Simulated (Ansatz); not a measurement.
`[SiH3][O][GeH2][SiH3]` + `O[SiH2][SiH2]O` → `O[SiH2][SiH2]O[SiH3]` + `[SiH3][O][GeH3]`  (cleavage of the Si–Ge bond)

Isolated molecules relaxed with PBE0-D4/def2-TZVP in Ansatz; ΔE leaves out vibrations. CCSD(T)/CBS is the MP2 limit (def2-TZVPP, def2-QZVPP) plus CCSD(T) − MP2 in def2-TZVPP, frozen cores. Functionals use def2-TZVPP. For Ge outer-core shells are correlated without core-valence functions, which leaves a few kJ/mol of doubt a bond. Scalar relativity is left out up to krypton. One conformer a species, not always the lowest.

CCSD(T)/CBS gives -0.90 eV.

Task: Another level gave -0.92 eV. Which?
A. PBE0/def2-TZVPP
B. PBE/def2-TZVPP
C. CCSD(T)/def2-TZVPP
D. r2SCAN/def2-TZVPP

Result: C. CCSD(T)/def2-TZVPP -0.92, r2SCAN -0.85, PBE -0.67, PBE0 -0.75 eV.

Largest T1 diagnostic among the species: 0.012.

In def2-TZVPP, CCSD(T) changes the Hartree–Fock value by +0.26 eV (the triples alone add +0.03 eV) and MP2 by +0.21 eV. From PBE to PBE0 (25 % exact exchange), in def2-TZVPP and without D4, ΔE moves by −0.08 eV.
